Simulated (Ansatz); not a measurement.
Species: C$_{4}$H$_{8}$Si$_{2}$, SMILES `C1C=C[SiH2]C=1[SiH3]` (charge 0, multiplicity 1), formula C4H8Si2.

Q: How many basis functions does Ansatz (a quantum-chemistry and plane-wave program) with frozen-core CCSD(T)/cc-pVTZ // B3LYP-D3(BJ)/def2-TZVP use, how many core orbitals are frozen, and how many electrons are correlated?

A: 300 basis functions and 14 frozen orbitals, which leaves 32 correlated electrons. Core time is of the order of minutes.
